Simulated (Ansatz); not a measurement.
Mulliken charges of `C[CH2][In][Cl]` radical from PBE/def2-TZVPP in Ansatz (PBE0-D4/def2-TZVP geometry).

```
atom   x (Å)   y (Å)   z (Å)  charge (e)
  C1  -0.658   0.706   0.063      -0.245
  C2   0.295  -0.195   0.811      -0.333
 In3   0.913  -1.932  -0.509       0.472
 Cl4   1.133  -1.121  -2.755      -0.415
  H5  -1.609   0.213  -0.151       0.090
  H6  -0.886   1.598   0.659       0.089
  H7  -0.240   1.044  -0.888       0.105
  H8   1.257   0.273   1.033       0.116
  H9  -0.117  -0.633   1.720       0.119
```

Q: By hand: the dipole of these point charges (1 e Å = 4.8032 D).

A: Σ q r = (-0.093, -0.327, 0.894) e Å, of length 0.956 e Å = 4.59 D.

Q: How does the dipole of the full density compare? (Best estimate.)

A: Computed: (-0.151, -0.001, 0.728) e Å, 3.57 D; the point charges give 1.29 times that, at 21° from its direction.

Point charges leave out the atoms' own dipoles, such as those of lone pairs, and Mulliken's split depends on the basis, so the two needn't agree.
